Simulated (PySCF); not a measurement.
## How the functional moves excitation energies

Compound: C₂H₁₀AsGa.
Numbering: `[CH3:1][CH2:2][AsH2+:3][GaH3-:4]` (hydrogens: H5, H6, H7 on C1; H8, H9 on C2; H10, H11 on As3; H12, H13, H14 on Ga4)

Linear-response calculations in the def2-SVPD basis (PySCF; singlets by full response, triplets Tamm–Dancoff, core orbitals frozen in the response; HF means time-dependent Hartree–Fock). 'Strongest' is the level of largest summed f among the singlets computed (10 roots, of which the last may lack a degenerate partner); it can jump between rows when another state enters that window. S1 is the lowest singlet of each run and needn't be the same state throughout; f(S1) is that of one state. The structure is a single PBE0-D3(BJ)/def2-SVP conformer in the gas phase; no vibrational or solvent corrections. The LDA/def2-SVPD calculation is non-relativistic and has no spin–orbit coupling, an omission that weighs most on arsenic and gallium.

```
functional                               kind  S1 (eV)  f(S1)  strongest (eV)  T1 (eV)  HOMO (eV)  gap (eV)  ionisation energy, ΔSCF (eV)
       LDA                                LDA     5.28  0.000            6.20     5.14      -6.53      5.22                          9.70
       PBE                                GGA     5.42  0.000            6.26     5.26      -6.48      5.36                          9.70
     B3LYP  global hybrid, 20% exact exchange     6.10  0.000            6.96     5.87      -7.51      6.91                          9.97
      PBE0  global hybrid, 25% exact exchange     6.28  0.000            7.13     5.92      -7.68      7.33                   not settled
 BHandHLYP  global hybrid, 50% exact exchange     6.91  0.032            7.62     6.17      -8.85      9.17                          9.92
 CAM-B3LYP             range-separated hybrid     6.68  0.001            7.43     6.08      -9.07      9.53                          9.99
   LC-wPBE             range-separated hybrid     7.10  0.023            8.16     6.27     -10.43     12.00                         10.12
        HF                       Hartree–Fock     7.50  0.047            8.74     6.34     -10.66     12.59                   not settled
```

Problem. What does wB97X-D (range-separated hybrid) give?

Solution. S1 (eV) 6.74, f(S1) 0.001, strongest (eV) 7.52, T1 (eV) 6.19, HOMO (eV) -9.57, gap (eV) 10.87, ionisation energy, ΔSCF (eV) 9.98. S1 runs from 5.28 eV (LDA) to 7.50 eV (HF), a spread of 2.22 eV, while the orbital gap spreads over 7.4 eV. Along PBE (0%), B3LYP (20%), PBE0 (25%), BHandHLYP (50%), HF (100%) S1 rises with the share of exact exchange. −ε(HOMO) comes closest to its own ΔSCF ionisation energy with LC-wPBE (+0.31 eV) and misses most with PBE (-3.22 eV). 'Not settled' means that the ion's SCF failed to converge or may have ended in another state than the lowest.

Without π bonds the low states are Rydberg-like; a valence basis with one diffuse set may place them up to an eV too high.
